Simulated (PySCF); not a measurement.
Dipole response of P⁺ (phosphorus, charge +1)

[Ne] 3s2 3p2, high-spin 3P determinant. All numbers are calculated (PySCF 2.14, no relativity, point nucleus, in dyall-acv3z (19s12p6d4f, 113 functions)). Coupled (time-dependent) response in atomic units; α is the mean over directions.

| method | mean α (bohr³) | α xx, yy, zz | C₆ (like pair) | S(−4) |
| --- | --- | --- | --- | --- |
| UHF | 14.47 | 14.09, 14.65, 14.65 | 74.93 | 70.72 |
| PBE | 14.46 | 13.83, 14.78, 14.78 | 74.63 | 69.44 |
| PBE0 | 14.33 | 13.80, 14.60, 14.60 | 73.86 | 67.59 |
| TPSS | 14.43 | 13.87, 14.70, 14.70 | 75.21 | 68.11 |
| M06-2X | 14.34 | 13.53, 14.75, 14.75 | 72.21 | 70.95 |

S(−4) is the Cauchy moment in α(ω) = α(0) + S(−4) ω² + …

α(iu) at PBE:

| u (hartree) | α(iu) (bohr³) |
| --- | --- |
| 0 | 14.46 |
| 0.0500 | 14.29 |
| 0.100 | 13.80 |
| 0.200 | 12.17 |
| 0.300 | 10.20 |
| 0.500 | 6.812 |
| 0.750 | 4.211 |
| 1.00 | 2.792 |
| 1.50 | 1.475 |
| 2.00 | 0.9241 |
| 3.00 | 0.4832 |
| 5.00 | 0.2224 |

For an ion, C₆ is the dispersion term alone; charge-induced terms of lower order in 1/R come first.

The components differ because the open shell of this determinant is not spherical; for a pure term their mean is the scalar polarisability.
